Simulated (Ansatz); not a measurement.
Process, species as SMILES: [F][Ag] → [F][Ag] as doublet, charge +1 + e-

Wanted: adiabatic ionisation energy (0 K, with zero-point energies), in eV. Set-up: def2 sets with scalar-relativistic core potentials past Kr; six Cartesian d functions in 6-31G* and its kin unless marked 5d; open shells spin-unrestricted; no spin-orbit coupling; LANL2DZ with its own core potentials from Na on; STO-3G and 3-21G all-electron and non-relativistic. Ab initio and DFT rows: single points at B3LYP-D3(BJ) geometries (Ansatz, an electronic-structure program), with unscaled harmonic terms from B3LYP/6-31G* (LANL2DZ past Ar) at its own minima. The spin state of an ion or metal species was assumed, not searched.

| level | program | adiabatic ionisation energy (0 K, with zero-point energies) (eV) |
|---|---|---|
| PBE/6-31G* with LANL2DZ past Ar | Ansatz | 10.31 |
| BLYP/6-31G* with LANL2DZ past Ar | Ansatz | 10.28 |
| B3LYP/3-21G | Ansatz | 9.40 |
| B3LYP/def2-SVP | Ansatz | 10.58 |
| B3LYP/6-31G* with LANL2DZ past Ar | Ansatz | 10.33 |
| PBE0/6-31G* with LANL2DZ past Ar | Ansatz | 10.15 |
| PBE/def2-TZVPD | Ansatz | 10.74 |

No value to compare with is used here. The 6 habitual levels span 9.40 (B3LYP/3-21G) to 10.58 eV (B3LYP/def2-SVP); PBE/def2-TZVPD gives 10.74.

The levels are drawn from those run, B3LYP/6-31G* more often than the rest, none by its result; runs whose electronic state is in doubt are left out.
